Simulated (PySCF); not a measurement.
PBEsol on Cr⁻ (chromium, charge -1), [Ar] 3d5 4s2, high-spin 6S determinant. Computed with PySCF 2.14 in aug-cc-pwCVQZ, with no relativity, point nucleus.

```
cycle= 1 E= -1043.16710588116  delta_E= -0.0184  |g|= 0.259  |ddm|= 4.12
cycle= 2 E= -1043.06026703961  delta_E= 0.107  |g|= 0.684  |ddm|= 0.844
cycle= 3 E= -1043.18675371358  delta_E= -0.126  |g|= 0.0476  |ddm|= 0.863
cycle= 4 E= -1043.18747191799  delta_E= -0.000718  |g|= 0.00411  |ddm|= 0.0565
cycle= 5 E= -1043.18747878098  delta_E= -6.86e-06  |g|= 0.00224  |ddm|= 0.0551
cycle= 6 E= -1043.18748240925  delta_E= -3.63e-06  |g|= 0.00032  |ddm|= 0.0143
cycle= 7 E= -1043.18748254291  delta_E= -1.34e-07  |g|= 4.32e-05  |ddm|= 0.00713
cycle= 8 E= -1043.18748254382  delta_E= -9.13e-10  |g|= 3.18e-06  |ddm|= 0.000242
converged SCF energy = -1043.18748254382  <S^2> = 8.8706077  2S+1 = 6.0400688
```

Highest occupied orbital energy: 1.162 eV; ⟨L²⟩ = 0.00; populations by l: s 8.00, p 12.00, d 5.00, f 0.00.

Question: Can this result be used?

Answer: With care. The run converged. ⟨S²⟩ = 8.87 against 8.75 shows spin contamination. At PBEsol the highest occupied level has a positive energy, so only the finite basis holds that electron; in a semilocal or global hybrid functional this comes from self-interaction and does not mean that the real anion is unbound.
